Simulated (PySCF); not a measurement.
2-pyrimidin-2-yl-1,3-thiazole (C₇H₅N₃S), SMILES c1nc(-c2sccn2)ncc1.

Coordinates come from a B3LYP-D3(BJ)/def2-SVP optimisation. The values are those of a single conformer.

Two levels are set side by side: PBE/def2-SVP (PySCF) and HF/def2-SVP (PySCF). Same geometry, gas phase. Differences are taken from unrounded values.

| quantity | HF |
|---|---|
| orbital gap (eV) | 10.32 |
| highest occupied level (eV) | -8.80 |
| lowest empty level (eV) | 1.52 |
| dipole moment (D) | 2.35 |
| mean polarisability (bohr³) | 100.7 |

### Question
What does PBE give, and how far is it from HF? (The exact figures need the calculation; the answer reports its results.)

### Answer

```json
[
 {"quantity": "orbital gap (eV)", "PBE": "3.01", "PBE minus HF": "-7.31"},
 {"quantity": "highest occupied level (eV)", "PBE": "-5.69", "PBE minus HF": "3.10"},
 {"quantity": "lowest empty level (eV)", "PBE": "-2.68", "PBE minus HF": "-4.20"},
 {"quantity": "dipole moment (D)", "PBE": "1.84", "PBE minus HF": "-0.51"},
 {"quantity": "mean polarisability (bohr³)", "PBE": "112.7", "PBE minus HF": "12.1"}
]
```

PBE's occupied levels lie high since its potential decays too fast outside the molecule; exact exchange lowers them and widens the gap. Loosely held outer electrons make PBE densities more polarisable. Differences between two approximate levels are no errors against the true value.

Rough cost on one machine, each run with all the roots and properties that it gave: HF against PBE about 1/4.
